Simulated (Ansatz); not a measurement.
closo-1-SB6 (no H on S) (B₆H₆S), relaxed as a singlet with RKS PBE0-D4/def2-SVP in Ansatz, starting from the GFN2-xTB geometry. Force threshold 0.02 eV/Å.

Another isomer (singlet) lies 0.72 eV lower at PBE0-D4/def2-TZVP; other spin states weren't run for this one.

Start:

Cartesian coordinates in Å:
```
B 0.153 -1.407 -0.002
B 0.053 -0.433 -1.345
B 0.018 1.145 0.829
B -0.031 1.144 -0.832
B -1.051 -0.063 0.032
B 0.131 -0.432 1.342
S 1.505 0.094 -0.044
H 0.449 -2.542 -0.013
H 0.267 -0.777 -2.446
H 0.204 2.089 1.500
H 0.115 2.087 -1.514
H -2.224 -0.137 0.066
H 0.409 -0.769 2.430
```

| step | energy (eV) | largest force component (eV/Å) | SCF passes |
| --- | --- | --- | --- |
| 1 | -14976.0161 | 1.079 | 15 |
| 2 | -14976.1633 | 0.346 | 20 |
| 3 | -14976.1725 | 0.232 | 21 |
| 4 | -14976.1756 | 0.019 | 20 |

Force components are those of the run's own axes.

End:

Cartesian coordinates in Å:
```
B 0.167 -1.436 -0.003
B 0.065 -0.442 -1.374
B 0.030 1.171 0.846
B -0.020 1.169 -0.849
B -0.988 -0.061 0.029
B 0.146 -0.439 1.369
S 1.521 0.095 -0.045
H 0.417 -2.606 -0.010
H 0.231 -0.798 -2.505
H 0.167 2.139 1.538
H 0.076 2.135 -1.549
H -2.188 -0.136 0.064
H 0.377 -0.791 2.489
```

By distances, no bond broke or formed. The bond that changes most is B1–B6, from 1.66 to 1.70 Å (atoms count from 1).

No frequencies were taken in this run, so the end may be a saddle point.

It took 8.5 s on 4 threads of Arm Neoverse V1 on a shared host.
